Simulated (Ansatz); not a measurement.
Gas-phase electronic energies from Ansatz, PBE0-D4/def2-TZVP geometries. CCSD(T)/CBS adds triple-zeta CCSD(T) − MP2 to the extrapolated MP2 energy (def2 sets, frozen cores). This one scheme is used for every species. Functionals use def2-TZVPP. def2 core potentials past Kr. For Y outer-core shells are correlated without core-valence functions, which leaves a few kJ/mol of doubt a bond. Each species was taken in one conformer, which may not be the lowest.

Reaction (ligand exchange at a Y–C bond): `[CH3][Y]([OH])[OH]` + CH₃OH → `C[O][Y]([OH])[OH]` + CH₄

`[CH3][Y]([OH])[OH]`:

Cartesian coordinates in Å:
```
C 0.562 -1.396 0.770
Y -0.025 0.687 -0.217
O -1.404 1.774 0.782
O 0.451 0.891 -2.171
H -0.139 -2.188 0.467
H 1.556 -1.756 0.474
H 0.542 -1.385 1.867
H -2.102 2.320 1.131
H 0.558 1.053 -3.103
```

CH₃OH:

Z-matrix (Å, degrees):
```
C
O 1 1.409
H 1 1.097 2 112.4
H 1 1.090 2 107.0 3 -118.5
H 1 1.097 2 112.4 3 123.0
H 2 0.959 1 108.5 3 -61.6
```

`C[O][Y]([OH])[OH]`:

```xyz
10

C    -0.995    1.571   -1.210
O    -0.366    0.589   -0.465
Y     0.537   -0.844    0.648
O     2.151   -1.823   -0.099
O    -0.187   -1.280    2.493
H    -1.826    2.030   -0.656
H    -1.406    1.164   -2.143
H    -0.298    2.374   -1.484
H     2.908   -2.285   -0.445
H    -0.516   -1.496    3.360
```

CH₄:

Cartesian coordinates in Å:
```
C 0.000 0.000 0.000
H 0.404 0.933 0.393
H -0.949 0.197 -0.499
H -0.159 -0.701 0.819
H 0.704 -0.428 -0.713
```

```json
{"level": "r2SCANh-D4", "ΔE (kcal/mol)": "-49.7"}
{"level": "BLYP", "ΔE (kcal/mol)": "-50.3"}
{"level": "HF/def2-SVP", "ΔE (kcal/mol)": "-53.8"}
{"level": "HF/def2-QZVPP", "ΔE (kcal/mol)": "-50.4"}
```

Q: What does CCSD(T)/CBS give? (Estimate.)

A: The calculation gave: -48.8 kcal/mol. The listed levels differ from it by -0.9, -1.5, -5.0, -1.6 kcal/mol.

Largest T1 diagnostic among the species: 0.014.

At CCSD(T), def2-SVP lies −7.2 kcal/mol from the extrapolated value and def2-TZVPP −0.0 kcal/mol. Leaving LDA and LC-ωPBE aside and taking each functional with its dispersion term where it has one, the values, not all of them listed here, spread over 3.1 kcal/mol, from CAM-B3LYP-D4 to HSE06-D4.
